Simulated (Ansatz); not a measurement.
```yaml
crystal:
  periodic: [false, false, false]
  atoms:
    - {symbol: In, position_ang: [1.649188, 0.752754, -1.307488]}
    - {symbol: In, position_ang: [-1.927950, 1.104511, -0.637334]}
    - {symbol: In, position_ang: [0.172672, 1.113703, 2.018014]}
    - {symbol: In, position_ang: [-0.573790, -2.108376, 0.460279]}
    - {symbol: P, position_ang: [0.268990, 2.661783, -0.222342]}
    - {symbol: P, position_ang: [-2.083901, -0.368109, 1.649874]}
    - {symbol: Cl, position_ang: [-0.177175, -4.500480, 0.153226]}
    - {symbol: Cl, position_ang: [-3.771855, 1.557114, -2.210463]}
    - {symbol: Cl, position_ang: [1.278772, 1.580587, 4.171643]}
    - {symbol: Cl, position_ang: [3.529929, 0.267796, -2.791302]}
    - {symbol: Cl, position_ang: [1.991554, -1.024926, 0.843453]}
    - {symbol: Cl, position_ang: [-0.356454, -1.036358, -2.127572]}
basis:
  gaussian: {orbitals: def2-SVP}
hamiltonian: {xc: {name: PBE-QIDH}}
accuracy: high
output: {forces: true}
```

```sh
$ ansatz run in.yaml --threads 4 --pin off --events-out ev --progress --plain --max-ram 6963MiB
```

It prints (some lines left out):

```
Functional definition: PBE-QIDH
5545 factors; integrals over basis functions are off by at most 4.8e-8 eV
mean field evaluation 1: about -114289.0611 eV, gradient 3.4e1 eV
mean field evaluation 2: about -114289.4347 eV, gradient 3.5e1 eV
mean field evaluation 4: about -114293.9714 eV, gradient 2.5e0 eV
mean field evaluation 8: about -114294.0310 eV, gradient 3.1e-1 eV
mean field evaluation 16: about -114294.0315 eV, gradient 4.1e-4 eV
mean field -114294.03149028 eV, -4200.2281859909 hartree, gradient 5.3e-8 eV, S^2 0.000000; 0 other end points of the search recorded, 0 dependent functions left out
56 core orbitals not correlated: weight in the atoms' cores, before any rotation towards them, 1.000 or more for the frozen orbitals, at most 0.000 for the correlated occupied ones
reference -114294.03149239 eV, -4200.2281860683 hartree; 52, 52 occupied and 140, 140 virtual orbitals, 5545 factors
second order -42.27919181 eV of doubles, -0.00000000 eV of singles
Total energy: -114308.12455633 eV, -4200.7460966154 hartree
Atom 0 at     1.649188     0.752754    -1.307488 Å, force     0.222337    -0.431424    -0.170354 eV/Å
Atom 1 at    -1.927950     1.104511    -0.637334 Å, force    -0.136681    -0.027884    -0.203221 eV/Å
Atom 2 at     0.172672     1.113703     2.018014 Å, force     0.170561    -0.028422     0.178651 eV/Å
Atom 3 at    -0.573790    -2.108376     0.460279 Å, force     0.339775    -0.279817    -0.265765 eV/Å
Atom 4 at     0.268990     2.661783    -0.222342 Å, force    -0.165299    -1.717780     0.135806 eV/Å
Atom 5 at    -2.083901    -0.368109     1.649874 Å, force     1.344893     0.229934    -1.066309 eV/Å
Atom 6 at    -0.177175    -4.500480     0.153226 Å, force    -0.276740     1.607106     0.214956 eV/Å
Atom 7 at    -3.771855     1.557114    -2.210463 Å, force     1.158239    -0.276003     0.997228 eV/Å
Atom 8 at     1.278772     1.580587     4.171643 Å, force    -0.704500    -0.284703    -1.354574 eV/Å
Atom 9 at     3.529929     0.267796    -2.791302 Å, force    -1.264696     0.340136     0.997290 eV/Å
Atom 10 at     1.991554    -1.024926     0.843453 Å, force    -0.931700     0.431888    -0.474308 eV/Å
Atom 11 at    -0.356454    -1.036358    -2.127572 Å, force     0.243811     0.436971     1.010601 eV/Å
Dipole moment:    -0.250290     0.321011     0.195112 e Å
```

Hardware: 4 threads of Arm Neoverse V2 on a shared host. Wall time 3.8 min, peak host memory 3.9 GiB.

In the def2 sets In takes a core potential; there is no spin–orbit coupling. Correlated methods freeze 56 core orbitals; core or outer-core shells of In are correlated, in sets that lack core-valence functions.
